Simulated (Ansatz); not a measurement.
Species: iodo(trimethoxy)silane, C$_{3}$H$_{9}$IO$_{3}$Si, net charge 0, singlet state. 
Geometry from a B3LYP-D3(BJ)/def2-TZVP (Ansatz, a quantum-chemistry and plane-wave program) optimisation:
SMILES: CO[Si](I)(OC)OC
```xyz
17

C      2.7024    -0.7072     0.9720
O      1.5832     0.0463     1.4249
Si     0.0477    -0.1305     0.9494
I     -0.0756     0.2069    -1.5044
O     -0.4735    -1.6209     1.2989
C     -1.7538    -2.1635     0.9956
O     -0.8887     0.9696     1.6760
C     -0.7708     2.3841     1.5715
H      3.5846    -0.3257     1.4832
H      2.5769    -1.7654     1.2093
H      2.8340    -0.5928    -0.1064
H     -1.9288    -2.1603    -0.0827
H     -1.7707    -3.1899     1.3584
H     -2.5421    -1.5928     1.4902
H      0.1984     2.7195     1.9455
H     -0.8879     2.7057     0.5341
H     -1.5620     2.8258     2.1751
```

Wanted: vertical ionisation energy (to the doublet state of charge +1; each state is the SCF solution reached for its spin; the molecule has degenerate orbitals, so one determinant may break the symmetry), in eV. Valence correlation only, unless marked. UHF or UKS for open shells. No spin-orbit coupling. The frozen core is the preceding noble-gas configuration, with the filled d and f shells of earlier blocks. Past Kr the def2 sets carry scalar-relativistic core potentials. CBS(X,Y): correlation extrapolated as X^-3; Hartree-Fock from the larger set.

| level | program | vertical ionisation energy (eV) |
|---|---|---|
| HF/def2-SVPD | Ansatz | 8.91 |
| HF/def2-TZVPPD | Ansatz | 8.83 |
| HF/def2-QZVPPD | Ansatz | 8.83 |
| SVWN5/def2-TZVPD | Ansatz | 9.27 |
| PBE/def2-TZVPD | Ansatz | 9.08 |
| r2SCAN/def2-TZVPD | Ansatz | 9.32 |
| B3LYP/def2-TZVPD | Ansatz | 9.52 |
| PBE0/def2-TZVPD | Ansatz | 9.57 |
| BHLYP/def2-TZVPD | Ansatz | 9.64 |
| CAM-B3LYP/def2-TZVPD | Ansatz | 9.71 |
| wB97M-V/def2-TZVPD | Ansatz | 9.66 |
| wB97X-V/def2-TZVPD | Ansatz | 9.74 |
| B2PLYP/def2-TZVPD | Ansatz | 9.62 |
| MP2/def2-SVPD | Ansatz | 9.61 |
| RI-MP2/def2-TZVPPD | Ansatz | 9.69 |
| RI-MP2/def2-QZVPPD | Ansatz | 9.79 |
| RI-MP2/CBS(def2-TZVPPD,def2-QZVPPD) | Ansatz | 9.87 |
| SCS-MP2/def2-SVPD | Ansatz | 9.55 |
| CCSD/def2-SVPD | Ansatz | 9.53 |
| CCSD(T)/def2-SVPD | Ansatz | 9.54 |
